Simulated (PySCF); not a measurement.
GeH₃, SMILES [GeH3-], charge -1. The structure is a stationary point at PBE-D3(BJ)/def2-TZVPD.

Computed with PBE-D3(BJ)/def2-TZVPD (PySCF).

Harmonic wavenumbers (cm⁻¹): 805, 853, 853, 1692, 1699, 1699. Rotational constants (GHz): 97.56, 97.56, 91.53; symmetry number 3.

### Question
Work out the zero-point energy and the ideal-gas rigid-rotor harmonic-oscillator thermochemistry at 298.15 K and 1 atm.

### Answer
ZPE = ½ Σ hcν = ½ × 7601 cm⁻¹ = 45.47 kJ/mol. H − E(el) = 55.94 kJ/mol. Entropy in J/(mol K): translation 162.70, rotation 60.17, vibration 2.32, total 225.19. G − E(el) = -11.20 kJ/mol. Cp = 41.16 J/(mol K).
